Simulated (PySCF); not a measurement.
Nuclear quadrupole coupling in `CC[Si@@](Cl)(OC)[SiH2]C`

C4H13ClOSi2.
Cartesian coordinates in Å at the GFN2-xTB level; atoms count from 1:
```xyz
21
C4H13ClOSi2 angstrom
C     -1.442   -1.977    0.739
C     -1.754   -0.566    0.250
Si    -0.293    0.247   -0.690
Cl    -0.114   -0.694   -2.472
O     -0.727    1.730   -1.225
C     -0.951    2.890   -0.484
Si     1.657    0.306    0.563
C      2.731   -1.226    0.242
H     -0.606   -1.965    1.436
H     -1.178   -2.617   -0.099
H     -2.303   -2.411    1.244
H     -2.634   -0.602   -0.398
H     -2.030    0.051    1.109
H     -1.175    3.695   -1.184
H     -1.796    2.759    0.196
H     -0.066    3.152    0.101
H      1.347    0.370    2.005
H      2.472    1.507    0.305
H      2.192   -2.141    0.471
H      3.031   -1.279   -0.800
H      3.632   -1.213    0.847
```

Field gradients from the PBE0/pcSseg-1 density (PySCF, non-relativistic), principal values in atomic units, ordered |Vxx| ≤ |Vyy| ≤ |Vzz|:

| atom | Vxx | Vyy | Vzz |
| --- | --- | --- | --- |
| Cl4 | -0.9948 | -1.0266 | 2.0213 |
| O5 | -0.5137 | -1.2325 | 1.7462 |

Question: Find the asymmetry η = (Vxx − Vyy)/Vzz and the couplings χ = eQV/h (234.96 MHz × Q in barn × V in au), with Q(35Cl) = −0.0817 b, Q(17O) = −0.0256 b.

Answer: 
```json
{"atom": "Cl4", "environment": "silicon-bound chlorine", "nucleus": "35Cl", "η": "0.02", "χzz (MHz)": "-38.80", "χxx (MHz)": "19.10", "χyy (MHz)": "19.71"}
{"atom": "O5", "environment": "silyl ether oxygen", "nucleus": "17O", "η": "0.41", "χzz (MHz)": "-10.50", "χxx (MHz)": "3.09", "χyy (MHz)": "7.41"}
```

The gradient is axial or nearly so (η below 0.05) at Cl4. The tensor is traceless: Vxx + Vyy + Vzz = 0.

Question: What is Vzz at Cl4 in SI units (1 au = 9.71736 × 10²¹ V/m²)?

Answer: 2.0213 au = 19.642 × 10²¹ V/m².

Question: And the gradient at the other heavy atoms, for which no coupling is worked out here?

Answer: 
```
atom                  environment  Vzz (au)     η
  C1                methyl carbon     0.076  0.27
  C2  sp3 carbon bound to silicon     0.065  0.89
 Si3       chlorine-bound silicon     0.537  0.94
  C6               methoxy carbon     0.411  0.07
 Si7                 SiH2 silicon    -0.037  0.72
  C8             Si-methyl carbon    -0.014  0.42
```

Were the hydrogens deuterons (Q(2H) = 0.00286 b), χzz would run from 105 kHz (H17 and H18) to 219 kHz (H21).

Isolated species at its GFN2-xTB geometry (one conformer only). GFN2-xTB bond lengths can be off by several hundredths of an ångström, more for odd bonds, and the gradients follow them. The small basis limits the accuracy of the gradients.
